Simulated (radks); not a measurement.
Task: These are the eigenvalues of the occupied orbitals of an atom or ion with whole-number occupations (eV). Method: Dirac Kohn-Sham, PBE, spin-unpolarised, spherical densities, point nucleus; computed with a radial shooting solver on a logarithmic mesh with Libxc functionals.

orbital  eigenvalue
1s1/2     -12541.33
2s1/2     -1650.018
2p1/2     -1484.417
2p3/2     -1442.692
3s1/2     -249.3412
3p1/2     -192.5401
3p3/2     -186.3674
3d3/2      -88.6714
3d5/2      -87.6731
4s1/2      -32.2294
4p1/2      -19.4464
4p3/2      -18.8447

Which element is it, and in what charge state? The configuration may be excited. Open shells, if any, fill j = l - 1/2 first.

Result: Z = 34, selenium, charge +1: Se+ in [Ar] 3d8 4s2 4p5. The list shows which subshells hold electrons but not how many an open one holds; the 1s level, -460.89 hartree, gives Z - s = 30.4 by -(Z - s)^2/2, which with screening and relativity narrows Z to a few neighbours, and the depths of the outer levels then fix element, charge and occupations together.
